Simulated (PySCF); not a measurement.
# Name the molecule from its bond curve

A diatomic of charge 0 contains Eu. Its octet curve at PBE0 in a triple-zeta basis (spin-free X2C with a Gaussian nucleus, PySCF), in eV from the separated fragments:

R (Å), E (eV) and a bar:
```
    1.596     -3.649 #########################
    1.670     -4.365 ###########
    1.745     -4.773 ####
    1.800     -4.921 #
    1.856     -4.964 
    1.912     -4.923 #
    1.986     -4.768 ####
    2.079     -4.461 #########
    2.190     -3.996 ##################
    2.339     -3.374 ##############################
```

The fit gives ωe = 714 cm⁻¹ and the rotational constant Bₑ = 0.3386 cm⁻¹.

Q: Which atom is the partner?

A: The minimum lies at 1.854 Å, so the reduced mass is 16.8576 u Å² cm⁻¹/(Bₑ·Re²) = 14.48 u. With Eu at 152.92 u the partner weighs about 16.0 u: O. The molecule is EuO.

Spin–orbit coupling is left out. The state is the lowest single determinant that the PBE0 search found; with open d or f shells the true ground state can be another one.
